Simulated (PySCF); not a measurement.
Compound: C6H12AlP.
Numbering: `[CH:1]#[C:2][P@+:3]([CH3:4])([AlH3-:5])[CH:6]1[CH2:7][CH2:8]1` (hydrogens: H9 on C1; H10, H11, H12 on C4; H13, H14, H15 on Al5; H16 on C6; H17, H18 on C7; H19, H20 on C8)

Torsions of this conformer, `[CH:1]#[C:2][P@+:3]([CH3:4])([AlH3-:5])[CH:6]1[CH2:7][CH2:8]1`: C2–P3–C6–C7 91°.

The closed-shell ground state was solved at several levels (PySCF, density fitting, gas phase, non-relativistic). Geometry: PBE0-D3(BJ)/def2-SVP, one conformer, isolated molecule.

```json
{"level": "PBE0/pcSseg-1", "basis functions": "210", "total energy (Eh)": "-818.9486", "HOMO (eV)": "-7.52", "LUMO (eV)": "-0.63", "gap (eV)": "6.89", "dipole (D)": "5.34"}
{"level": "CAM-B3LYP/def2-SVPD", "basis functions": "264", "total energy (Eh)": "-819.0598", "HOMO (eV)": "-8.85", "LUMO (eV)": "0.47", "gap (eV)": "9.32", "dipole (D)": "5.34"}
```

**Question.** What might KT2/pcSseg-1 (210 basis functions) give for the same quantities?

**Answer.** Total energy -828.7562 Eh, HOMO -6.36 eV, LUMO -1.60 eV, gap 4.76 eV, dipole 5.11 D.

**Question.** Over all these levels, which gives the widest orbital gap and which the narrowest?

**Answer.** CAM-B3LYP/def2-SVPD (range-separated hybrid) has the widest, 9.32 eV, and KT2/pcSseg-1 (GGA) the narrowest, 4.76 eV. Functional and basis both differ between the two, so the spread mixes both effects.

**Question.** How far do the dipole and the HOMO energy spread over the levels?

**Answer.** The dipole runs from 5.11 to 5.34 D (mean 5.26 D) and the HOMO from -8.85 to -6.36 eV.
